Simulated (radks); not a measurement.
Isoelectronic series with 31 electrons, all held in the configuration [Ar] 3d10 4s2 4p1, which need not be the ground one along the series. Calculated with a radial shooting solver on a logarithmic mesh with Libxc functionals: Dirac Kohn-Sham, PBE, spin-unpolarised, spherical densities, point nucleus; open shells are shared between the two j in proportion to 2j + 1. Total energies (hartree) and orbital eigenvalues (eV):

| ion | E (hartree) | 4p3/2 | 4p1/2 | 4s1/2 | 3d5/2 |
|---|---|---|---|---|---|
| Ga | -1944.01869 | -2.5416 | -2.6573 | -8.9473 | -18.9663 |
| As2+ | -2259.93301 | -22.5364 | -22.9375 | -33.4427 | -61.6310 |
| Br4+ | -2602.35201 | -52.0170 | -52.8365 | -67.3057 | -120.0922 |
| Rb6+ | -2971.32013 | -89.5748 | -90.9723 | -109.3172 | -192.4083 |
| Nb10+ | -3789.50091 | -187.2394 | -190.3974 | -216.4239 | -376.0722 |
| Tc12+ | -4239.12003 | -246.9818 | -251.3942 | -281.2710 | -486.8403 |
| Rh14+ | -4716.08115 | -313.8778 | -319.8484 | -353.5985 | -610.0252 |
| Ag16+ | -5220.66009 | -387.8820 | -395.7600 | -433.4146 | -745.5351 |
| In18+ | -5753.15838 | -468.9682 | -479.1526 | -520.7494 | -893.3055 |
| Sb20+ | -6313.90345 | -557.1238 | -570.0674 | -615.6496 | -1053.290 |
| I22+ | -6903.24936 | -652.3450 | -668.5595 | -718.1754 | -1225.454 |
| Cs24+ | -7521.5780 | -754.6353 | -774.6961 | -828.3989 | -1409.772 |
| La26+ | -8169.3005 | -864.0035 | -888.5552 | -946.4026 | -1606.225 |
| Pr28+ | -8846.8594 | -980.4629 | -1010.225 | -1072.280 | -1814.800 |
| Pm30+ | -9554.7303 | -1104.030 | -1139.804 | -1206.133 | -2035.485 |
| Eu32+ | -10293.4247 | -1234.726 | -1277.400 | -1348.077 | -2268.275 |
